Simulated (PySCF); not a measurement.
Levels of S¹³⁺ from EOM-EA-GCCSD

Reference: closed-shell S¹⁴⁺, 1s2; one electron is added. Calculated with PySCF 2.14, two-component X2C-1e with screened spin-orbit coupling, an even-tempered Gaussian basis (17 s from 1 bohr⁻², ratio 2.6; 10 p from 1.3 bohr⁻², ratio 2.6; 6 d from 1.4 bohr⁻², ratio 2.8; 3 f from 67 bohr⁻², ratio 2.8); frozen nothing; the 30 highest virtual spinors dropped; of the others 52 kept and the rest restored at second order. No Breit or QED terms. Binding energies in eV.

```json
{"level": "2s1/2", "Koopmans": "706.93"}
{"level": "2p1/2", "Koopmans": "679.08"}
{"level": "2p3/2", "Koopmans": "677.02"}
```

(1) How does correlation move these levels?

For comparison, the ionisation energy of S¹³⁺ is 706.99 eV (theoretical estimate listed by NIST; NIST Atomic Spectra Database, ionization energies).

Only part of the computed levels is shown.

The screened spin-orbit operator tends to give fine-structure splittings of light species too large.

Results:

(1) 2s1/2: second order 707.09, EOM-CCSD 707.09; 2p1/2: second order 679.39, EOM-CCSD 679.39; 2p3/2: second order 677.32, EOM-CCSD 677.32.
